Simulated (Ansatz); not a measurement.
`[F][GaH][SeH]` + HCl → `[F][GaH][Cl]` + H₂Se at 298.15 K and 1 bar (ligand exchange at a Ga–Se bond).

Computed with Ansatz on PBE0-D4/def2-TZVP structures; ΔE is electronic, products minus reactants. CCSD(T)/CBS adds triple-zeta CCSD(T) − MP2 to the extrapolated MP2 energy (def2 sets, frozen cores). This one scheme is used for every species. For Ga, Se outer-core shells are correlated without core-valence functions, which leaves a few kJ/mol of doubt a bond. Scalar relativity is left out up to krypton. Each species was taken in one conformer, which may not be the lowest.

```tsv
species	CCSD(T)/CBS energy (Eh)	H − E (kJ/mol)	S (J/(mol·K))
`[F][GaH][SeH]`	-4425.71391	60.9	316.9
HCl	-460.38127	26.6	186.8
`[F][GaH][Cl]`	-2484.20089	40.1	294.8
H₂Se	-2401.89790	45.8	219.1
```

H − E and S are ideal-gas, rigid-rotor, harmonic terms from PBE0-D4/def2-TZVP, for one conformer and one mirror image of each species. 1 Eh = 2625.50 kJ/mol, R = 8.31446 J/(mol·K).

**Question.** By hand: ΔE, ΔH, ΔS and ΔG.

**Answer.** ΔE = (-2484.20089) + (-2401.89790) − (-4425.71391) − (-460.38127) = -0.00361 Eh = -9.5 kJ/mol. Δ(H − E) = 40.1 + 45.8 − 60.9 − 26.6 = -1.6, so ΔH = -11.1 kJ/mol. ΔS = 294.8 + 219.1 − 316.9 − 186.8 = 10.2 J/(mol·K). ΔG = -11.1 − 298.15 × (10.2)/1000 = -14.1 kJ/mol.

**Question.** By hand: the equilibrium constant, and the temperature at which ΔG would vanish if ΔH and ΔS stayed fixed.

**Answer.** log₁₀ K = −ΔG/(RT ln 10) = 2.5. ΔH and −TΔS have one sign here, so there is no such temperature.

The number of gas molecules stays the same, so ΔS is small and ΔH decides. A doubt of 5 kJ/mol in ΔE shifts log₁₀ K by 0.9 here. Other conformers and mirror images would add mixing entropy, several J/(mol·K) or more a flexible species. These are equilibria of isolated gas molecules and say nothing of rates. Largest T1 diagnostic: 0.013 (customary marks: 0.02 for closed shells, 0.045 for open ones).

ΔS is within the doubt of such terms, so its sign, and with it that verdict, could turn.
